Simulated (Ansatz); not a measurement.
Molecule: Br₂ (charge 0, singlet). 
Geometry from a B3LYP-D3(BJ)/def2-TZVP (Ansatz, a quantum-chemistry and plane-wave program) optimisation:
SMILES: BrBr
```xyz
2

Br     0.0000     0.0000    -1.1579
Br     0.0000     0.0000     1.1579
```

CCSD(T) with Ansatz in growing basis sets, 14 correlated electrons. Valence correlation only, unless marked. Open shells are spin-unrestricted. No spin-orbit coupling. Frozen are the shells of the preceding noble gas and the d and f shells that filled before the atom's block. No relativistic terms. Costs are ratios of core time to the smallest set, on shared machines of one kind, and rough; they hold the program's checks for lower states.

```
basis    functions  cost over smallest  E(corr) (Eh)  electronic atomisation energy (kcal/mol)
-------  ---------  ------------------  ------------  ----------------------------------------
cc-pVTZ         86                  1×       -0.3646                                      46.4
cc-pVQZ        136                  3×       -0.4021                                      49.7
cc-pV5Z        208                 10×       -0.4151                                      51.0
```

Formally CCSD grows as o²v⁴ and (T) as o³v⁴; with o = 7 and v going from 101 to 173 both grow 9-fold in the last step, while integrals and the mean field grow more slowly. That step adds 13.0 mEh of correlation energy and 1.3 kcal/mol to the atomisation energy.
